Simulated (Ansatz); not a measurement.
Reaction (redistribution): `O[SiH2]N[SiH2][SiH3]` + `CBOCO` → `OCOB[SiH3]` + `C[SiH2]N[SiH2]O`

Isolated molecules relaxed with PBE0-D4/def2-TZVP in Ansatz; ΔE leaves out vibrations. CCSD(T)/CBS is the MP2 limit (def2-TZVPP, def2-QZVPP) plus CCSD(T) − MP2 in def2-TZVPP, frozen cores. DFT in def2-TZVPP. B3LYP here is the variant with VWN-RPA as its local correlation; programs differ in this. Each species was taken in one conformer, which may not be the lowest.

```csv
level,ΔE (kJ/mol)
B3LYP-D4,30.6
ωB97M-V,27.3
B2PLYP,28.9
PBE,34.3
r2SCAN,30.7
B3LYP,30.8
SCS-MP2/def2-QZVPP,25.8
MP2/CBS(def2),27.3
```

Question: What does CCSD(T)/CBS give? (Estimate.)

Answer: The calculation gave: +27.9 kJ/mol. The listed levels differ from it by 2.7, -0.6, 1.0, 6.4, 2.8, 2.9, -2.1, -0.6 kJ/mol.

Largest T1 diagnostic among the species: 0.014.
